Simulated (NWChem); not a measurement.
C3H5Cl; SMILES CC(Cl)=C

```xyz
9

C      1.3310    -0.9961     0.0000
C      0.1205    -0.4383     0.0000
C     -1.1879    -1.1531     0.0000
Cl    -0.0337     1.3012     0.0000
H      2.2407    -0.3938     0.0000
H      1.4252    -2.0845     0.0000
H     -1.7806    -0.8762     0.8860
H     -1.0350    -2.2412     0.0000
H     -1.7806    -0.8762    -0.8860
```
Atoms are numbered in this order, from 1.

Computed with NWChem. Structure relaxed at the PBE0/def2-SVP level. Level: PBE0/def2-SVP with SMD (1 M gas to 1 M solution), gas-phase geometry.

Problem. What does the run give for solvent water? Quantities: solvation free energy (kcal/mol); cavity-dispersion-structure term (kcal/mol); dipole in solution (D).

Solution. 
- solvation free energy (kcal/mol) = 0.5
- cavity-dispersion-structure term (kcal/mol) = 3.2
- dipole in solution (D) = 2.00
